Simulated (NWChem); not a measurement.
C4H4FN; SMILES C(#N)/C(=C/F)C

```xyz
10

C      1.6296    -0.2276     0.0000
C      0.1623     0.0851     0.0000
C     -0.2538     1.4538     0.0000
N     -0.5590     2.5731     0.0000
C     -0.8013    -0.8489     0.0000
F     -0.5177    -2.1379     0.0000
H      1.7878    -1.3132     0.0000
H      2.1189     0.2018     0.8875
H      2.1189     0.2018    -0.8875
H     -1.8737    -0.6358     0.0000
```
Atoms are numbered in this order, from 1.

All runs: NWChem. Pople sets run with spherical d functions. Medium grid unless said otherwise, to which SCAN and Minnesota functionals are sensitive. Structure relaxed at the PBE0/def2-SVP level.

For level SCAN/6-31G*:

```
Quantity                     Value
---------------------------  -----
highest occupied level (eV)  -6.68
orbital gap (eV)              4.93
dipole (D)                    3.11
```

Task: How do the values read with level LRC-wPBEh/6-31G* instead?

Result: 
| Quantity | Result |
|---|---|
| highest occupied level (eV) | -9.41 |
| orbital gap (eV) | 10.20 |
| dipole (D) | 3.01 |
